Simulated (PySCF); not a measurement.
Computed shifts of a molecule C4H12Si, KT2/pcSseg-1 (PySCF), GIAO, gas phase, equivalent atoms averaged, in ppm (number of nuclei): ¹³C: 1.9 (4). ²⁹Si: 0.8 (1). ¹H: 0.29 (12). References: ¹³C against TMS (σ = 185.1 ppm); ²⁹Si against TMS (σ = 361.9 ppm); ¹H against TMS (σ = 31.47 ppm), references at their B3LYP-D3(BJ)/def2-TZVP geometries, non-relativistic. Coordinates come from a PBE0-D3(BJ)/def2-SVP optimisation. One conformer was computed; it need not be the lowest.

Q: Identify the compound among the candidates.
A) CC[C@@H](C)[SiH3]
B) C[Si](C)(C)C
C) CC[SiH2]CC
D) CC[SiH](C)C

A: B, C[Si](C)(C)C
